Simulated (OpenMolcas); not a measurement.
**OpenMolcas run: Ta I**

Input:

```
&GATEWAY
Coord
1

Ta 0.0 0.0 0.0
Basis=ANO-RCC-VTZP
Group=XYZ
NoMove
AngMom=0.0 0.0 0.0
AMFI
&SEWARD
Relativistic=R04O02
&RASSCF
FileOrb=start.orb
Symmetry=1
Spin=6
nActEl=5 0 0
Inactive=15 19
Ras2=6 0
CIRoot=6 6 1
SDav=6
CIMx=300
Iter=120 100
PrWF=0.3
OrbListing=Nothing
MaxOrb=0
Atom
>>> COPY $Project.JobIph JOB001
&RASSCF
FileOrb=start.orb
Symmetry=1
Spin=4
nActEl=5 0 0
Inactive=15 19
Ras2=6 0
CIRoot=50 50 1
SDav=84
CIMx=300
Iter=120 100
PrWF=0.3
OrbListing=Nothing
MaxOrb=0
Atom
>>> COPY $Project.JobIph JOB002
&RASSCF
FileOrb=start.orb
Symmetry=1
Spin=2
nActEl=5 0 0
Inactive=15 19
Ras2=6 0
CIRoot=74 74 1
SDav=210
CIMx=300
Iter=120 100
PrWF=0.3
OrbListing=Nothing
MaxOrb=0
Atom
>>> COPY $Project.JobIph JOB003
&RASSI
NrOfJobIphs=3 5 10 35
1 2 3 4 5
1 2 3 4 5 6 7 8 9 10
1 2 3 4 5 6 7 8 9 10 11 12 13 14 15 16 17 18 19 20 21 22 23 24 25 26 27
28 29 30 31 32 33 34 35
IphNames
JOB001
JOB002
JOB003
EJob
SpinOrbit
DIPRint=1.0
SOCoupling=1000.0
Subsets=2
MEES
Property=10
'ANGMOM' 1 'ANGMOM' 2 'ANGMOM' 3 'MLTPL  1' 1 'MLTPL  1' 2 'MLTPL  1' 3
'AMFI' 1 'AMFI' 2 'AMFI' 3 'MLTPL  2' 6
SOProperty=3
'ANGMOM' 1 'ANGMOM' 2 'ANGMOM' 3
```

Launched by
```bash
OMP_NUM_THREADS=1 MOLCAS_MEM=2252 MOLCAS_PROJECT=a pymolcas a.inp > a.log  # once for each step of the input, in one work folder
```

A driver script runs the steps one by one and writes start.orb anew before each from the orbitals found so far.

Output, cut to the results:

```
--- SEWARD ---
Basis set label: TA.ANO-RCC...8S7P5D3F2G1H.

      Electronic valence basis set:
      ------------------
      Associated Effective Charge  73.000000 au
      Associated Actual Charge     73.000000 au
      Nuclear Model: Point charge

      Shell  nPrim  nBasis  Cartesian Spherical Contaminant
         s      24       8        X
         p      21       7        X
         d      15       5                 X
         f      11       3                 X
         g       4       2                 X
         h       2       1                 X
Relativistic=R04O02
                  Relativistic Douglas-Kroll-Hess integrals:
                    - DKH order of Hamiltonian: 4
                    - DKH order of Properties : 2
--- RASSCF ---
Wave function specifications:
      -----------------------------

      Number of closed shell electrons          68
      Number of electrons in active shells       5
      Max number of holes in RAS1 space          0
      Max nr of electrons in RAS3 space          0
      Number of inactive orbitals               34
      Number of active orbitals                  6
      Number of secondary orbitals              64
      Spin quantum number                      2.5
      State symmetry                             1
Orbital specifications:
      -----------------------

      Symmetry species                           1   2
                                                ag  au
      Frozen orbitals                            0   0
      Inactive orbitals                         15  19
      Active orbitals                            6   0
      RAS1 orbitals                              0   0
      RAS2 orbitals                              6   0
      RAS3 orbitals                              0   0
      Secondary orbitals                        30  34
      Deleted orbitals                           0   0
      Number of basis functions                 51  53
      Number of CSFs                             6
      Number of root(s) required                 6
      Iter CI   SX   CI       RASSCF       Energy    max ROT     max BLB   max BLB  Level Ln srch  Step   QN
          iter iter root      energy       change     param      element    value   shift minimum  type update
 Nr of preliminary CI iterations:   1
      Total energies have been shifted. Add               -15000.00 au
        1   1    3    0  -601.15210276    0.00E+00   5.98E-07   21  22 1  2.46E-07   0.03   0.00    SX    NO
        2   1    2    0  -601.15210276   -3.46E-11   6.12E-08   19  23 2  6.80E-08   0.03   0.00    SX    NO
        3   1    2    0  -601.15210276    3.64E-12   3.58E-08   12  30 2  8.67E-08   0.03   0.00    SX    NO
        4   1    2    0  -601.15210276   -2.18E-11   1.52E-08   12  30 2 -9.08E-08   0.03   0.00    SX    NO
      Convergence after  4 iterations
        5   1    2    0  -601.15210276    1.82E-11   1.52E-08   12  30 2  1.04E-07   0.03   0.00    SX    NO
      Natural orbitals and occupation numbers for root  1
      sym 1:   1.000000   1.000000   1.000000   1.000000   0.000000   1.000000
      Natural orbitals and occupation numbers for root  2
      sym 1:   1.000000   1.000000   0.000000   1.000000   1.000000   1.000000
      Natural orbitals and occupation numbers for root  3
      sym 1:   1.000000   0.000000   1.000000   1.000000   1.000000   1.000000
::    RASSCF root number  1 Total energy: -15601.17023827
::    RASSCF root number  2 Total energy: -15601.17023827
::    RASSCF root number  3 Total energy: -15601.17023827
::    RASSCF root number  4 Total energy: -15601.17023827
::    RASSCF root number  5 Total energy: -15601.17023827
::    RASSCF root number  6 Total energy: -15601.06142523
--- RASSCF ---
Wave function specifications:
      -----------------------------

      Number of closed shell electrons          68
      Number of electrons in active shells       5
      Max number of holes in RAS1 space          0
      Max nr of electrons in RAS3 space          0
      Number of inactive orbitals               34
      Number of active orbitals                  6
      Number of secondary orbitals              64
      Spin quantum number                      1.5
      State symmetry                             1
Orbital specifications:
      -----------------------

      Symmetry species                           1   2
                                                ag  au
      Frozen orbitals                            0   0
...
--- RASSI ---
SPIN-FREE ENERGIES:
  (Shifted by EMIN (a.u.) =     -15601.1758063166)

 SF State       Relative EMIN(au)   Rel lowest level(eV)    D:o, cm**(-1)      L_eff

     6             0.0000000000        0.0000000000              0.0000         3.0
     7             0.0000000000        0.0000000000              0.0000         3.0
     8             0.0000000000        0.0000000000              0.0000         3.0
     9             0.0000000000        0.0000000000              0.0000         3.0
    10             0.0000000000        0.0000000000              0.0000         3.0
    11             0.0000000000        0.0000000000              0.0000         3.0
    12             0.0000000000        0.0000000000              0.0000         3.0
     3             0.0055680508        0.1515143812           1222.0459         2.0
     4             0.0055680508        0.1515143812           1222.0459         2.0
     5             0.0055680508        0.1515143812           1222.0459         2.0
     1             0.0055680508        0.1515143812           1222.0459         2.0
     2             0.0055680508        0.1515143812           1222.0459         2.0
    13             0.0151325126        0.4117766458           3321.2026         1.0
    14             0.0151325126        0.4117766458           3321.2026         1.0
    15             0.0151325126        0.4117766458           3321.2026         1.0
    16             0.0341447560        0.9291261438           7493.9077         4.0
    17             0.0341447560        0.9291261438           7493.9077         4.0
    18             0.0341447560        0.9291261438           7493.9077         4.0
    19             0.0341447560        0.9291261438           7493.9077         4.0
    20             0.0341447560        0.9291261438           7493.9077         4.0
    21             0.0341447560        0.9291261438           7493.9077         4.0
...
```

Levels above the lowest, from the spin-orbit matrix, grouped by J:

```
Configuration  Term    J  E (cm⁻¹)  Measured (cm⁻¹)      g  Term weight %         Second
      5d³ 6s²    ⁴F  3/2       0.0              0.0  0.435             92           7 ²D
      5d³ 6s²    ⁴F  5/2      1668             2010  1.041             95           3 ²D
       5d⁴ 6s    ⁶D  1/2      2141                   3.196             80  19 5d³ 6s² ⁴P
       5d⁴ 6s    ⁶D  3/2      2807                   1.841             84  15 5d³ 6s² ⁴P
      5d³ 6s²    ⁴F  7/2      3425             3964  1.249             90    6 5d⁴ 6s ⁶D
       5d⁴ 6s    ⁶D  5/2      3969                   1.651             95   4 5d³ 6s² ⁴P
      5d³ 6s²    ⁴F  9/2      4889             5621  1.342             76   14 5d⁴ 6s ⁶D
       5d⁴ 6s    ⁶D  7/2      5321                   1.565             94   6 5d³ 6s² ⁴F
      5d³ 6s²    ⁴P  1/2      5677             6049  2.707             76   20 5d⁴ 6s ⁶D
      5d³ 6s²    ⁴P  3/2      5875             6069  1.673             70   16 5d⁴ 6s ⁶D
       5d⁴ 6s    ⁶D  9/2      6883                   1.517             86  11 5d³ 6s² ⁴F
      5d³ 6s²    ⁴P  5/2      8246             9253  1.593             94    4 5d⁴ 6s ⁶D
      5d³ 6s²    ²G  7/2     10191                   0.911             93           4 ⁴F
      5d³ 6s²    ²D  3/2     10899                   0.972             66          17 ²P
      5d³ 6s²    ²G  9/2     11401                   1.072             56          33 ²H
      5d³ 6s²    ²D  5/2     12908                   1.204             94           3 ⁴F
```

Against the 6 measured excited levels shown (NIST Handbook of Basic Atomic Spectroscopic Data) the mean absolute deviation is 530 cm-1; the largest miss in energy is 5d³ 6s² ⁴P_5/2: computed 8246, measured 9253 cm⁻¹ (-10.9 %), and the largest in proportion 5d³ 6s² ⁴F_5/2 (-17.0 %).

Some high roots are left out of the spin-orbit mixing, which shifts the levels that they would mix with. Without dynamic correlation excited terms often stand tens of per cent too high (terms of higher spin than the ground term too low), and those without a measured partner can miss by more than the paired ones. Configurations are named by rounded mean occupations; where the s occupation lies near a half they are strongly mixed, a name can repeat and a true partner stay unpaired. A single d shell beside an s shell can misplace configurations of different d count against each other. Computed and measured levels are paired by configuration, term and J; levels that our copy of the source lacks, or whose pairing is in doubt (as where it misses far off the trend of its configuration), stay unpaired and out of the deviations. Only configurations of the active space appear. The first state left out of the spin-orbit step lies near 16000 cm-1 above the lowest spin-free state of the reference (among the parities and spins computed), and the list stops at four fifths of that energy or lower.

The RASSCF and RASSI steps took 45 s on 1 thread of Arm Neoverse V2, on a shared host; the integral step is not counted.

The term weight is that of the spin-free term in the level, not the purity of its configuration.
